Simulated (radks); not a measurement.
Question: All-electron atom: Hg XXXVIII in [Kr] 4d7 (the NIST ground configuration). Calculated with a radial shooting solver on a logarithmic mesh with Libxc functionals: scalar-relativistic Kohn-Sham, PBEsol, spin-polarised, spherical densities, finite nucleus; open shells are filled with parallel spins first (spin-orbit coupling, left out, can overturn this in heavy ions); Fermi nuclear charge, rms radius 5.4648 fm. Some entries of the table are withheld. Estimate them.

orbital  occ.  eigenvalue (eV)  r(max) (bohr)
1s up       1        -84667.64        0.01023
1s down     1        -84667.55        0.01023
2s up       1        -16299.73        0.05918
2s down     1        -16296.27        0.05917
2p up       3        -14277.25        0.04908
2p down     3        -14274.37        0.04907
3s up       1        -5042.470         0.1664
3s down     1        -5040.563         0.1664
3p up       3        -4456.470         0.1658
3p down     3        -4454.386         0.1658
3d up       5        -3847.364         0.1349
3d down     5        -3844.406         0.1350
4s up       1        -2159.330         0.3607
4s down     1        -2151.505         0.3607
4p up       3              (1)         0.3745
4p down     3              (2)         0.3745
4d up       5        -1710.564         0.3705
4d down     2        -1702.854         0.3705

Answer: 
(1) 4p up eigenvalue (eV): -1948.103
(2) 4p down eigenvalue (eV): -1940.414
